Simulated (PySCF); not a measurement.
Input of a driver script around PySCF for `CC[SiH](N)N`, coordinates in Å (PBE0-D3(BJ)/def2-SVP geometry):
```
{"job": {"kind": "xas", "xc": "BHandHLYP", "basis": {"default": "aug-pcX-1", "H": "pcseg-1", "Si": "def2-SVPD"}}, "charge": 0, "multiplicity": 1}
C     -1.707072     0.434817    -0.609902
C     -0.302213    -0.103880    -0.859665
Si     0.710810    -0.297416     0.717748
N      0.919131     1.125848     1.675026
N      2.285436    -0.801621     0.211720
H     -2.292877    -0.246589     0.028505
H     -2.274559     0.577131    -1.543250
H     -1.670718     1.407563    -0.092898
H     -0.348952    -1.080894    -1.374480
H      0.257977     0.566490    -1.535813
H     -0.045348    -1.220697     1.634516
H      0.262391     1.350798     2.411602
H      1.368345     1.953907     1.302121
H      2.392218    -1.422863    -0.581599
H      3.009712    -0.962447     0.902440
```

**Question.** What does the run print?

**Answer.** 
```
coarse grid: 12120 points
cycle   1  E = -480.9522315980  dE =  2.488e-01  |g| = 4.995e-01  |ddm| = 3.831e+00
cycle   2  E = -480.9623918974  dE = -1.016e-02  |g| = 4.784e-01  |ddm| = 8.025e-01
cycle   3  E = -481.0097323538  dE = -4.734e-02  |g| = 4.239e-02  |ddm| = 3.816e-01
...
final grid: 110048 points
...
cycle  11  E = -481.0604269212  dE = -4.816e-09  |g| = 1.607e-05  |ddm| = 1.306e-04
cycle  12  E = -481.0604269214  dE = -1.455e-10  |g| = 5.285e-06  |ddm| = 4.233e-05
converged SCF energy = -481.0604269214

C K edge
   eV          f      from atoms
  285.017   0.01300   C1
  285.324   0.00616   C0
  285.589   0.02546   C1
  285.853   0.00379   C1
  286.059   0.02453   C0
  286.104   0.02554   C0
  286.279   0.00104   C1
  286.454   0.00821   C0
  286.764   0.00373   C1
  287.007   0.00158   C1
  287.148   0.00269   C0
  287.196   0.02092   C1

N K edge
   eV          f      from atoms
  398.845   0.00856   N4
  398.866   0.00825   N3
  399.809   0.03010   N3
  399.855   0.03070   N4
  400.272   0.01632   N3
  400.318   0.01807   N4
  400.886   0.00468   N3
  401.138   0.01893   N4
  401.189   0.00451   N4
  401.339   0.01852   N3
  401.346   0.00258   N4
  401.501   0.00317   N3
```

Theory: core-valence-separated Tamm–Dancoff BHandHLYP/aug-pcX-1 (pcseg-1 on H, def2-SVPD on Si) in PySCF, non-relativistic, gas phase, PBE0-D3(BJ)/def2-SVP geometry. Atoms in this output count from 0. The energies are unshifted. The SCF starts on a coarse grid and ends on the final one.

Carbon edge (atoms now counted from 1; roots within 0.03 eV on like atoms summed, the top roots left aside). The first line with a tenth or more of the strongest one's intensity is at 285.02 eV (f = 0.013), with the hole on C2 (sp3 carbon bound to silicon). The strongest listed is at 286.10 eV (f = 0.026; C1).

Nitrogen edge (atoms now counted from 1; roots within 0.03 eV on like atoms summed, the top roots left aside). The first line with a tenth or more of the strongest one's intensity is at 398.86 eV (f = 0.017, sum of 2), with the hole on N4/N5 (silicon-bound nitrogen). The strongest listed is at 399.86 eV (f = 0.031; N5).

Kohn–Sham HOMO -8.33 eV, LUMO 0.64 eV, dipole moment 0.36 D.

The run took about 40 s of CPU time (one thread, shared machine).

Conformer computed: `[CH3:1][CH2:2][SiH:3]([NH2:4])[NH2:5]`: C1–C2–Si3–N4 -57°, H–N4–Si3–C2 91°, H–N4–Si3–C2 -60°, H–N5–Si3–C2 -36°, H–N5–Si3–C2 180°.
